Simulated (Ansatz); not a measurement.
```yaml
crystal:
  periodic: [true, true, true]
  atoms:
    - {symbol: O, position_ang: [-1.547418, -0.509612, -0.413721]}
    - {symbol: Sn, position_ang: [-0.003180, 0.529832, 0.206386]}
    - {symbol: O, position_ang: [1.588616, -0.593300, -0.027168]}
    - {symbol: H, position_ang: [-1.491796, -0.756300, -1.339820]}
    - {symbol: H, position_ang: [0.301186, 1.864357, -0.800952]}
    - {symbol: H, position_ang: [-0.343036, 0.804181, 1.848780]}
    - {symbol: H, position_ang: [1.556828, -1.407258, 0.480794]}
basis:
  gaussian: {orbitals: def2-TZVPP}
hamiltonian: {xc: {name: B3LYP}, dispersion: d3bjatm}
```

```sh
$ ansatz run in.yaml --threads 4 --pin off --events-out ev --progress --plain --max-ram 10444MiB
```

Output, abridged:

```
Error: YAML parse error: error: line 2 column 3: crystal: missing field `lattice` (a structure is typed as `lattice` and `atoms`, a molecule's as `atoms` in Å alone, or read from a run's directory, `checkpoint`)
 --> <input>:2:3
1 | crystal:
2 |   periodic: [true, true, true]
3 |   atoms:
4 |     - {symbol: O, position_ang: [-1.547418, -0.509612, -0.413721]}
```

In this input the molecule is marked periodic without a cell. The input was rejected before any iteration.
